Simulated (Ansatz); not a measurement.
Isolated molecules relaxed with PBE0-D4/def2-TZVP in Ansatz; ΔE leaves out vibrations. CCSD(T)/CBS is the MP2 limit (def2-TZVPP, def2-QZVPP) plus CCSD(T) − MP2 in def2-TZVPP, frozen cores. This one scheme is used for every species. DFT in def2-TZVPP. Each species was taken in one conformer, which may not be the lowest.

`N[Si]N([SiH3])[SiH3]` + H–F → `F[Si]N([SiH3])[SiH3]` + NH₃  (ligand exchange at the Si–N bond)

CCSD(T)/CBS gives -18.6 kcal/mol.

**Question.** Another level gave -20.3 kcal/mol. Which?
A. CCSD(T)/def2-TZVPP
B. LDA (SPW92)/def2-TZVPP
C. ωB97M-V/def2-TZVPP
D. HF/def2-TZVPP

**Answer.** C. ωB97M-V -20.3, CCSD(T)/def2-TZVPP -18.7, LDA (SPW92) -16.7, HF/def2-TZVPP -22.7 kcal/mol.

**Question.** What do rigid-rotor, harmonic-oscillator terms from PBE0-D4/def2-TZVP frequencies (298.15 K, 1 bar) make of the CCSD(T)/CBS value? (Estimate.)

**Answer.** Computed: ΔZPE = +0.8 kcal/mol, ΔH = -18.0 kcal/mol, ΔS = 6 J/(mol·K), ΔG = -18.3 kcal/mol.

Largest T1 diagnostic among the species: 0.014.

Leaving LDA and LC-ωPBE aside and taking each functional with its dispersion term where it has one, the values, not all of them listed here, spread over 4.3 kcal/mol, from B97M-V to revPBE-D4. LDA lies +2.6 kcal/mol from PBE without D4. From BLYP to BHLYP (50 % exact exchange), in def2-TZVPP and without D4, ΔE moves by +0.8 kcal/mol. In def2-TZVPP, CCSD(T) changes the Hartree–Fock value by +4.1 kcal/mol (the triples alone add +0.6 kcal/mol) and MP2 by +4.9 kcal/mol.
